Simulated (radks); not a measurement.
The numbers below are computed, except where a source is named.
Ce14+, 44 electrons, occupied as [Kr] 4d7 5s1 (not the ground configuration). Code: a radial shooting solver on a logarithmic mesh with Libxc functionals. Model: non-relativistic Kohn-Sham, TPSS, spin-polarised, spherical densities, point nucleus; open shells are filled with parallel spins first (spin-orbit coupling, left out, can overturn this in heavy ions); meta-GGA in the generalised Kohn-Sham scheme; relativity is left out, which matters for an element this heavy.

Unscreened Slater integrals over Kohn-Sham orbitals (cm^-1). They are taken over the spin-up orbitals. Empty in this configuration: 5p.

integral,value
"F0(5s,5s)",156450
"F0(5s,4d)",187860
"G2(5s,4d)",20734
"F0(5s,4p)",189240
"G1(5s,4p)",17612
"F0(5s,4s)",189910
"G0(5s,4s)",12734
"F0(5s,5p)",153080
"G1(5s,5p)",105820
"F0(4d,4d)",287130
"F2(4d,4d)",147880
"F4(4d,4d)",99923
"F0(4d,4p)",292410
"F2(4d,4p)",151900
"G1(4d,4p)",191660
"G3(4d,4p)",121440
"F0(4d,4s)",295200
"G2(4d,4s)",149080
"F0(4d,5p)",181880
"F2(4d,5p)",62481
"G1(4d,5p)",17908
"G3(4d,5p)",18344
"F0(4p,4p)",298400
"F2(4p,4p)",157690
"F0(4p,4s)",301340
"G1(4p,4s)",206320
"F0(4p,5p)",183170
"F2(4p,5p)",60771
"G0(4p,5p)",12864
"G2(4p,5p)",17167
"F0(4s,4s)",304460
"F0(4s,5p)",183770
"G1(4s,5p)",16170
"F0(5p,5p)",150010
"F2(5p,5p)",81131

Derived for the open shells (J is the average intra-shell exchange parameter used in DFT+U). 4d: Racah B = F2/49 - 5 F4/441 = 1885 cm^-1, C = 35 F4/441 = 7930 cm^-1, C/B = 4.21, F4/F2 = 0.676, J = (F2 + F4)/14 = 17700 cm^-1.
